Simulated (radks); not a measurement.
Values are calculated unless marked as measured or tabulated.
Problem. These are the eigenvalues of the occupied orbitals of an atom or ion with whole-number occupations (hartree). Level of theory: non-relativistic Kohn-Sham, PBE, spin-polarised, spherical densities, point nucleus (a radial shooting solver on a logarithmic mesh with Libxc functionals).

| orbital | eigenvalue |
|---|---|
| 1s down | -255.4491 |
| 1s up | -255.4485 |
| 2s up | -30.30573 |
| 2s down | -30.23402 |
| 2p up | -26.23740 |
| 2p down | -26.18402 |
| 3s up | -4.11129 |
| 3s down | -3.95075 |
| 3p up | -2.92364 |
| 3p down | -2.76566 |
| 3d up | -1.00527 |
| 3d down | -0.86014 |

Which element is it, and in what charge state? The configuration may be excited. Open shells, if any, are filled with parallel spins first.

Solution. Z = 26, iron, charge +2: Fe2+ in [Ar] 3d6. The list shows which subshells hold electrons but not how many an open one holds; the 1s level, -255.45 hartree, gives Z - s = 22.6 by -(Z - s)^2/2, which with screening narrows Z to a few neighbours, and the depths of the outer levels then fix element, charge and occupations together.
